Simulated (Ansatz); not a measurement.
Spin states of the cluster Li2Al3⁻, each relaxed with PBE-D4/def2-TZVPD in Ansatz. Electronic energies in the gas phase.

Correlated methods freeze 15 core orbitals; core or outer-core shells of Li are correlated, in sets that lack core-valence functions. The structure comes from a short search, and lower isomers may exist.

Singlet geometry:

```xyz
5

Li    0.502   -1.345    1.098
Li   -0.282   -0.327   -1.798
Al   -1.985   -0.437    0.502
Al    2.092    0.647    0.090
Al   -0.328    1.463    0.108
```

Triplet geometry (Cs within 0.1 Å):

Cartesian coordinates in Å:
```
Li -2.3436 0.1318 -0.1082
Li 0.2747 -0.7378 -1.6284
Al 0.0164 1.4324 -0.0447
Al -0.1694 -0.9904 1.0220
Al 2.2219 0.1640 0.7593
```

Quintet geometry (C2v within 0.1 Å):

```xyz
5

Li    1.0632   -1.4770    1.2112
Li   -0.6553    1.4038   -1.5410
Al   -0.3515   -1.2042   -1.0413
Al    1.1924    1.0524    0.3571
Al   -1.2489    0.2250    1.0140
```

⟨S²⟩: triplet 2.14 at PBE0-D4/def2-TZVPD (pure 2.00), quintet 6.06 at PBE0-D4/def2-TZVPD (pure 6.00).

Run but left out: HF/def2-TZVPD, r2SCAN-D4/def2-TZVPD (singlet: restricted singlet, unstable towards broken spin symmetry); LC-ωPBE/def2-TZVPD, MP2/def2-TZVPD (triplet: ⟨S²⟩ 2.38 to 2.87, where a pure state has 2.00); MP2/def2-TZVPD (quintet: ⟨S²⟩ 6.43, where a pure state has 6.00).

Only these spin states were relaxed. The triplet has other bonds than the singlet, so the gap mixes isomer and spin. The quintet has other bonds than the singlet, so the gap mixes isomer and spin.

```json
{"level": "PBE-D4/def2-TZVPD", "triplet − singlet (kcal/mol)": "-2.5", "quintet − singlet (kcal/mol)": "10.9", "lowest of these": "triplet", "remarks": "HOMO above zero (quintet), HOMO above zero (singlet), HOMO above zero (triplet)"}
{"level": "B97M-V/def2-TZVPD", "triplet − singlet (kcal/mol)": "-2.6", "quintet − singlet (kcal/mol)": "10.7", "lowest of these": "triplet", "remarks": "HOMO above zero (quintet), HOMO above zero (singlet), HOMO above zero (triplet)"}
{"level": "r2SCANh-D4/def2-TZVPD", "triplet − singlet (kcal/mol)": "-6.9", "quintet − singlet (kcal/mol)": "3.5", "lowest of these": "triplet", "remarks": "HOMO above zero (quintet), HOMO above zero (singlet), spin-contaminated (⟨S²⟩ 2.24) (triplet)"}
{"level": "PBE0-D4/def2-TZVPD", "triplet − singlet (kcal/mol)": "-5.4", "quintet − singlet (kcal/mol)": "5.9", "lowest of these": "triplet", "remarks": "HOMO above zero (quintet), spin-contaminated (⟨S²⟩ 2.14) (triplet)"}
{"level": "CAM-B3LYP-D4/def2-TZVPD", "triplet − singlet (kcal/mol)": "-5.1", "quintet − singlet (kcal/mol)": "7.5", "lowest of these": "triplet", "remarks": "–"}
{"level": "ωB97X-V/def2-TZVPD", "triplet − singlet (kcal/mol)": "-6.2", "quintet − singlet (kcal/mol)": "5.9", "lowest of these": "triplet", "remarks": "–"}
{"level": "RPA@PBE/def2-TZVPD", "triplet − singlet (kcal/mol)": "-0.2", "quintet − singlet (kcal/mol)": "15.3", "lowest of these": "tie", "remarks": "–"}
```

Change of the quintet − singlet gap on mixing in exact exchange, in kcal/mol: PBE to PBE0 (25 % exact exchange) -5.1.
